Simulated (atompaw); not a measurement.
# osmium (Os) PAW (atompaw): all-electron and pseudo phase curves

```json
{
 "Element": "osmium",
 "Generator": "atompaw 4.2.0.5",
 "Type": "PAW",
 "Functional": "LDA (PW92)",
 "Relativity": "scalar-relativistic",
 "Frozen core": "[Xe] 4f14",
 "Valence charge": "8",
 "Reference configuration": "5d6 6s2 6p0",
 "Partial waves": "6s (bound): rc 3.00 bohr; 6s channel at 1.05 Ry: rc 3.00 bohr; 6p (bound, empty): rc 3.00 bohr; 6p channel at 1.5 Ry: rc 3.00 bohr; 5d (bound): rc 3.00 bohr; 5d channel at 0.6 Ry: rc 3.00 bohr",
 "Local potential": "ultrasoft scheme with l = 3 at 0 Ry, radius 2.35 bohr",
 "Core correction": "smooth core density matched at 1.85 bohr",
 "Augmentation charge": "sinc compensation charge, radius 2.95 bohr; PAW radius 3.00 bohr; waves and projectors: custom rrkj gramschmidtortho"
}
```

The phase is arctan(r·u′/u) with u = r·R(r), unwrapped; energies in Ry, scanned from -2 to 5 Ry. A pole is an energy at which the radial function vanishes at the test radius. The pseudo phase is shifted by a multiple of π to meet the all-electron one at the reference energy, and phase errors are pseudo minus all-electron; the curves can meet again beyond the range given. Levels narrower than the energy grid can be missing from the lists of poles.

Problem. For each channel, where are the poles, and over which energies does the pseudopotential scatter like the atom?

Solution.

| channel | radius (bohr) | reference energy (Ry) | poles, all-electron | poles, pseudo | unbroken range about the reference energy with phases within 0.05 rad | phase error 1 Ry above the reference energy (rad) |
| --- | --- | --- | --- | --- | --- | --- |
| s | 3.01 | -0.47 | 0.74 | 0.74 | below 3.2 | -0.000 |
| p | 3.01 | -0.10 | 2.03 | 2.02, 3.99 | below 3.3 | -0.000 |
| d | 3.01 | -0.47 | -0.24, 4.31 | -0.25, 2.31 | below 1.1 | -0.000 |

Phases in the d channel:

| E (Ry) | all-electron | pseudo |
| --- | --- | --- |
| -2.00 | 1.325 | 1.308 |
| -1.76 | 1.304 | 1.287 |
| -1.52 | 1.275 | 1.258 |
| -1.28 | 1.232 | 1.214 |
| -1.04 | 1.151 | 1.132 |
| -0.80 | 0.930 | 0.907 |
| -0.56 | -0.501 | -0.509 |
| -0.32 | -1.492 | -1.494 |
| -0.08 | -1.671 | -1.675 |
| 0.16 | -1.759 | -1.762 |
| 0.40 | -1.828 | -1.829 |
| 0.64 | -1.899 | -1.899 |
| 0.88 | -1.990 | -1.996 |
| 1.12 | -2.125 | -2.170 |
| 1.36 | -2.357 | -2.616 |
| 1.60 | -2.800 | -3.731 |
| 1.84 | -3.468 | -4.380 |
| 2.08 | -3.981 | -4.604 |
| 2.32 | -4.251 | -4.716 |
| 2.56 | -4.399 | -4.788 |
| 2.80 | -4.490 | -4.843 |
| 3.04 | -4.552 | -4.891 |
| 3.28 | -4.597 | -4.936 |
| 3.52 | -4.632 | -4.983 |
| 3.76 | -4.661 | -5.034 |
| 4.00 | -4.685 | -5.093 |
| 4.24 | -4.707 | -5.163 |
| 4.48 | -4.727 | -5.250 |
| 4.72 | -4.745 | -5.364 |
| 4.96 | -4.764 | -5.514 |
